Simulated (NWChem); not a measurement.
Molecule: SiN₂H₅Br; SMILES N[SiH](N)Br

```xyz
9

Si     0.0196    -0.9222     0.3831
N     -1.4751    -1.4741    -0.2444
N      1.2651    -1.8352    -0.3534
Br    -0.0105     1.2921    -0.0510
H      0.2763    -0.9976     1.8480
H     -2.2890    -0.8719    -0.2518
H     -1.7169    -2.4577    -0.2040
H      1.3023    -1.9168    -1.3640
H      2.1925    -1.8476     0.0560
```
Atoms are numbered in this order, from 1.

Results from NWChem. Geometry optimised at PBE0/def2-SVP; all other runs use it. This build's default masses of Se (78.918 u) and Br (79.917 u) are each other's, which moves their modes by up to 0.6 %.

```csv
quantity,level,value
"vertical, lowest state with f > 0.02, singlet (eV)","PBE0/def2-SVPD, TDA",6.90
−ε(HOMO) (eV),PBE/def2-SVP,5.98
cavity-dispersion-structure term (kcal/mol) in n-hexane,"PBE0/def2-SVP, SMD",-0.6
"isotropic polarisability (bohr³), static",PBE0/def2-SVPD,65.5
dipole (D),PBE0/def2-SVP,2.45
highest harmonic frequency (cm⁻¹),PBE0/def2-SVP,3730
```
